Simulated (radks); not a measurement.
All-electron atom: Lu IV in [Xe] 4f14. Calculated with a radial shooting solver on a logarithmic mesh with Libxc functionals: non-relativistic Kohn-Sham, r2SCAN, spin-polarised, spherical densities, point nucleus; meta-GGA in the generalised Kohn-Sham scheme; relativity is left out, which matters for an element this heavy.

Local quantities along the radius. ELF = 1/(1 + alpha^2) is the electron localisation function; alpha = (tau - tau_W)/tau_unif compares the Pauli kinetic energy density with that of the uniform gas (summed over spins).

```
   r/bohr * ELF (the largest magnitude, 0.999, reaches the edge; | marks zero)
0.0009376 |                                                      *
 0.001241 |                                                      *
 0.001628 |                                                      *
 0.002155 |                                                      *
 0.002851 |                                                      *
 0.003772 |                                                      *
 0.004991 |                                                      *
 0.006551 |                                                      *
 0.008668 |                                                     *
  0.01147 |                                                     *
  0.01517 |                                                 *
  0.02008 |                                     *
  0.02635 |                     *
  0.03487 |                  *
  0.04614 |                              *
  0.06104 |                                       *
  0.08013 |                                 *
    0.106 |                    *
   0.1403 |                          *
   0.1856 |                                      *
   0.2456 |                            *
   0.3223 |              *
   0.4265 |                                  *
   0.5643 |                                      *
   0.7467 |                       *
   0.9879 |                 *
    1.297 |                               *
    1.716 |                                 *
     2.27 |                 *
    3.004 | *
    3.974 *
```

On this mesh the ELF has minima near r = 0.030, 0.11, 0.32, 0.86 bohr, which separate the shells, and maxima near 0.061 (0.72), 0.19 (0.71), 0.49 (0.72), 1.5 (0.64).
